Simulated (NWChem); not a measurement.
System: C₄H₂ClF; SMILES C#C/C(F)=C\Cl

Here is an NWChem input.

```
start job
memory heap 200 mb stack 900 mb global 1100 mb
geometry units angstroms noautoz
  C      1.993021    -1.535952     0.000000
  C      0.849701    -1.132583     0.000000
  C     -0.495921    -0.678073     0.000000
  F     -1.424451    -1.637457     0.000000
  C     -0.905966     0.600905     0.000000
  Cl     0.166368     1.929480     0.000000
  H      3.008476    -1.888949     0.000000
  H     -1.971926     0.836507     0.000000
end
basis spherical
  * library cc-pvtz
end
dft
  xc pbe0
  iterations 150
  semidirect filesize 400000000
  mulliken
end
task dft energy
```

Output (shortened):

```
             Northwest Computational Chemistry Package (NWChem) 7.3.0
             --------------------------------------------------------

 CS  symmetry detected

                             Geometry "geometry" -> ""
                             -------------------------

 Output coordinates in angstroms (scale by  1.889725989 to convert to a.u.)

  No.       Tag          Charge          X              Y              Z
 ---- ---------------- ---------- -------------- -------------- --------------
    1 C                    6.0000     1.96472096    -1.58959835     0.00000000
    2 C                    6.0000     0.83048825    -1.16134222     0.00000000
    3 C                    6.0000    -0.50488065    -0.67753666     0.00000000
    4 F                    9.0000    -1.45415308    -1.61640165     0.00000000
    5 C                    6.0000    -0.88687994     0.61009612     0.00000000
    6 Cl                  17.0000     0.21422960     1.91492160     0.00000000
    7 H                    1.0000     2.97221992    -1.96470045     0.00000000
    8 H                    1.0000    -1.94743711     0.86893487     0.00000000

 Effective nuclear repulsion energy (a.u.)     241.9947171126

      Symmetry information
      --------------------

 Group name             Cs
 Group number              2
 Group order               2
 No. of unique centers     8

                                 NWChem DFT Module
                                 -----------------

 Summary of "ao basis" -> "ao basis" (spherical)
 ------------------------------------------------------------------------------
       Tag                 Description            Shells   Functions and Types
 ---------------- ------------------------------  ------  ---------------------
 C                          cc-pvtz                 10       30   4s3p2d1f
 F                          cc-pvtz                 10       30   4s3p2d1f
 Cl                         cc-pvtz                 12       34   5s4p2d1f
 H                          cc-pvtz                  6       14   3s2p1d

      Symmetry analysis of basis
      --------------------------

        a'        143
        a"         69

            General Information
            -------------------
          SCF calculation type: DFT
          Wavefunction type:  closed shell.
          No. of atoms     :     8
          No. of electrons :    52
           Alpha electrons :    26
            Beta electrons :    26
          Charge           :     0
          Spin multiplicity:     1
          Use of symmetry is: on ; symmetry adaption is: on
          Maximum number of iterations: 150
          AO basis - number of functions:   212
                     number of shells:    74
          Convergence on energy requested:  1.00D-06
          Convergence on density requested:  1.00D-05
          Convergence on gradient requested:  5.00D-04

              XC Information
              --------------
                         PBE0 Method XC Functional
                     Hartree-Fock (Exact) Exchange  0.250
          PerdewBurkeErnzerhof Exchange Functional  0.750
            Perdew 1991 LDA Correlation Functional  1.000 local
           PerdewBurkeErnz. Correlation Functional  1.000 non-local

             Grid Information
             ----------------
          Grid used for XC integration:  medium
          Radial quadrature: Mura-Knowles
          Angular quadrature: Lebedev.
          Tag              B.-S. Rad. Rad. Pts. Rad. Cut. Ang. Pts.
          ---              ---------- --------- --------- ---------
          C                   0.70       49          12.0       434
          F                   0.50       49          12.0       434
          Cl                  1.00       88          12.0       590
          H                   0.35       45          13.0       434
          Grid pruning is: on
          Number of quadrature shells:   423
          Spatial weights used:  Erf1

      Superposition of Atomic Density Guess
      -------------------------------------

 Sum of atomic energies:        -710.57996621

      Non-variational initial energy
      ------------------------------

 Total energy =    -713.233912
 1-e energy   =   -1458.087968
 2-e energy   =     502.859338
 HOMO         =      -0.242091
 LUMO         =      -0.013437

      Symmetry analysis of molecular orbitals - initial
      -------------------------------------------------

  Numbering of irreducible representations:

     1 a'          2 a"

  Orbital symmetries:

     1 a'          2 a'          3 a'          4 a'          5 a'
     6 a'          7 a'          8 a'          9 a'         10 a"
    11 a'         12 a'         13 a'         14 a'         15 a'
    16 a'         17 a"         18 a'         19 a'         20 a'
    21 a'         22 a"         23 a'         24 a"         25 a'
    26 a"         27 a"         28 a'         29 a'         30 a'
    31 a'         32 a"         33 a'         34 a'         35 a'
    36 a'

------------------------------------------------------------
EAF file 0: "./job.aoints.0" size=448790528 bytes
------------------------------------------------------------
               write      read    awrite     aread      wait
               -----      ----    ------     -----      ----
     calls:      856         0         0         0         0
   data(b): 4.49e+08  0.00e+00  0.00e+00  0.00e+00
   time(s): 0.00e+00  0.00e+00  0.00e+00  0.00e+00  0.00e+00
rate(mb/s): 0.00e+00  0.00e+00
------------------------------------------------------------

     ---------------------------------------------
      Total Density - Mulliken Population Analysis
     ---------------------------------------------

[...]
```

Level: PBE0/cc-pVTZ. Coordinates come from a PBE0/def2-SVP optimisation.
